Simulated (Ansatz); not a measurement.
## Nudged elastic band run: AlBrH₄

Input file:

```yaml
crystal:
  periodic: [false, false, false]
  atoms:
    - { symbol: Al, position_ang: [-0.000126, 0.200272, -0.004693] }
    - { symbol: H, position_ang: [-0.006304, 0.747293, 1.490495] }
    - { symbol: H, position_ang: [1.370406, 0.132758, -0.804117] }
    - { symbol: H, position_ang: [-1.374538, 0.054278, -0.786781] }
    - { symbol: Br, position_ang: [0.084252, -2.542567, 0.970477] }
    - { symbol: H, position_ang: [0.082009, -2.123733, 2.339319] }
basis:
  gaussian: { orbitals: def2-SVP }
hamiltonian:
  xc: b3lyp
neb:
  order_check: false
  images: 1
  f_tol: 0.05
  max_iterations: 60
  climbing: true
  final_atoms:
    - { symbol: Al, position_ang: [0.02231153, -0.63217627, -0.23269665] }
    - { symbol: H, position_ang: [0.00933479, 0.29266191, 2.01561216] }
    - { symbol: H, position_ang: [1.39333188, 0.11376108, -0.44495294] }
    - { symbol: H, position_ang: [-1.39118662, 0.03534065, -0.42668063] }
    - { symbol: Br, position_ang: [0.08819464, -2.88423946, 0.13175488] }
    - { symbol: H, position_ang: [0.03371278, -0.45704691, 2.16166317] }
  initial_path:
    images:
      - { positions_ang: [[-0.000126, 0.200272, -0.004693], [-0.006304, 0.747293, 1.490495], [1.370406, 0.132758, -0.804117], [-1.374538, 0.054278, -0.786781], [0.084252, -2.542567, 0.970477], [0.082009, -2.123733, 2.339319]] }
      - { positions_ang: [[-0.00247472, 0.01435499, 0.01638988], [0.00261899, -0.03794294, 1.92566697], [1.34643817, 0.03822062, -0.76685047], [-1.35554792, 0.0332039, -0.75977933], [0.11768795, -2.57716407, 0.7999073], [0.04697654, -1.0023715, 1.98936565]] }
      - { positions_ang: [[0.02231153, -0.63217627, -0.23269665], [0.00933479, 0.29266191, 2.01561216], [1.39333188, 0.11376108, -0.44495294], [-1.39118662, 0.03534065, -0.42668063], [0.08819464, -2.88423946, 0.13175488], [0.03371278, -0.45704691, 2.16166317]] }
```

Run as:

```bash
$ ansatz run input.yaml --threads 1 --pin off --max-ram 2048MiB --backend cpu --events-out ev --progress --plain --runs-dir out
```

Output, in part (warnings, iteration lines, the closing report on the highest movable image, with atoms numbered from 0):

```
NEB end point (image 0): max|allowed force component| = 7.422e-3 eV/Å (the criterion of neb.relax_end_points is 1.000e-2)
NEB end point (image 2): max|allowed force component| = 1.789e-2 eV/Å (the criterion of neb.relax_end_points is 1.000e-2)
NEB iter   1: max|band force component| = 1.878e0 eV/Å  barrier→ = 0.5039 eV  barrier← = 1.7499 eV  Δτ_max = 0.1967 Å  (65 SCF iters)
NEB iter   2: max|band force component| = 5.481e-1 eV/Å  barrier→ = 0.1689 eV  barrier← = 1.4149 eV  Δτ_max = 0.1947 Å  (26 SCF iters)
NEB iter   3: max|band force component| = 5.898e-1 eV/Å  barrier→ = 0.1377 eV  barrier← = 1.3837 eV  Δτ_max = 0.0816 Å  (27 SCF iters)
NEB iter   4: max|band force component| = 6.099e-1 eV/Å  barrier→ = 0.0931 eV  barrier← = 1.3392 eV  CI = image 1  Δτ_max = 0.1008 Å  (23 SCF iters)
NEB iter   5: max|band force component| = 9.997e-1 eV/Å  barrier→ = 0.1496 eV  barrier← = 1.3957 eV  CI = image 1  Δτ_max = 0.0497 Å  (27 SCF iters)
NEB iter   6: max|band force component| = 4.545e-1 eV/Å  barrier→ = 0.1218 eV  barrier← = 1.3678 eV  CI = image 1  Δτ_max = 0.0329 Å  (24 SCF iters)
NEB iter   7: max|band force component| = 2.509e-1 eV/Å  barrier→ = 0.1171 eV  barrier← = 1.3631 eV  CI = image 1  Δτ_max = 0.0253 Å  (22 SCF iters)
NEB iter   8: max|band force component| = 7.387e-2 eV/Å  barrier→ = 0.1143 eV  barrier← = 1.3603 eV  CI = image 1  Δτ_max = 0.0102 Å  (22 SCF iters)
NEB iter   9: max|band force component| = 1.540e-2 eV/Å  barrier→ = 0.1139 eV  barrier← = 1.3600 eV  CI = image 1  Δτ_max = 0.0000 Å  (45 SCF iters)
Total energy: -76698.59103779 eV, -2818.6212324665 hartree
Atom 0 at     0.007277    -0.021793     0.051273 Å, force     0.000921     0.004980    -0.015372 eV/Å
Atom 1 at     0.012472     0.169141     1.676797 Å, force     0.000234    -0.001501    -0.012731 eV/Å
Atom 2 at     1.403381     0.152349    -0.665835 Å, force    -0.005370     0.000480     0.011783 eV/Å
Atom 3 at    -1.405107     0.078394    -0.647769 Å, force     0.004683    -0.000491     0.011309 eV/Å
Atom 4 at     0.084995    -2.626300     1.041137 Å, force    -0.000566    -0.008313    -0.002328 eV/Å
Atom 5 at     0.052681    -1.283490     1.749098 Å, force     0.000098     0.004845     0.007338 eV/Å
Dipole moment:     0.000721    -0.003631     0.107846 e Å
```

The run converged. Neighbouring images differ by up to 1.4 eV, so the band resolves the path poorly. Another band between the same ends (5 images) ends at a top of the same energy, where a vibrational analysis finds 1 clearly imaginary mode. So few images can step over the top or miss a turn of the path. The orbitals stay closed-shell, which can raise the energy where a bond breaks towards radicals; this wasn't checked here.

Final band (atoms are numbered from 1 in the order of the input):

| image | path coordinate (Å) | energy (kJ/mol) | Al1–H2 (Å) | Br5–H6 (Å) | Al1–Br5 (Å) |
| --- | --- | --- | --- | --- | --- |
| 0 | 0.00 | 0.0 | 1.59 | 1.43 | 2.91 |
| 1 | 1.24 | 11.0 | 1.64 | 1.52 | 2.79 |
| 2 | 2.79 | -120.2 | 2.43 | 3.16 | 2.28 |

Time of the run: 17 s on 1 thread of Intel(R) Xeon(R) Platinum 8488C (Sapphire Rapids), on a shared host, peak memory 0.16 GiB.
